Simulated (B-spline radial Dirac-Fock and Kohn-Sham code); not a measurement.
# Binding energies of Sn⁴⁶⁺ at several levels of theory

System: the Sn⁴⁶⁺ ion, configuration [He] 2s2.

The density-functional columns are spherical, spin-unpolarised Dirac-Kohn-Sham results without Breit or QED terms: −ε is minus the orbital energy of the initial state and ΔSCF the difference of two total energies. The reference in the last column comes from Dirac-Fock ΔSCF + Breit + QED. All numbers are from a B-spline atomic structure program, in eV; a selection of levels is shown. For the 1s level of heavy atoms much of the gap between ΔSCF and the reference is the Breit and QED part, -83.1 eV here; for other levels the error of the functional can be larger.

| level | LDA −ε | LDA ΔSCF | Dirac-Fock |
| --- | --- | --- | --- |
| 1s | 33389.9 | 33783.3 | 33690.0 |
| 2s | 8023.3 | 8117.3 | 8096.8 |

For the outermost level NIST gives 8103 ± 7 eV (semi-empirical); the differences from it are LDA −ε -79.68, LDA ΔSCF +14.29, Dirac-Fock -6.18 eV.

Values without a named source are computed, but for edge energies of neutral atoms, which are taken from tables.
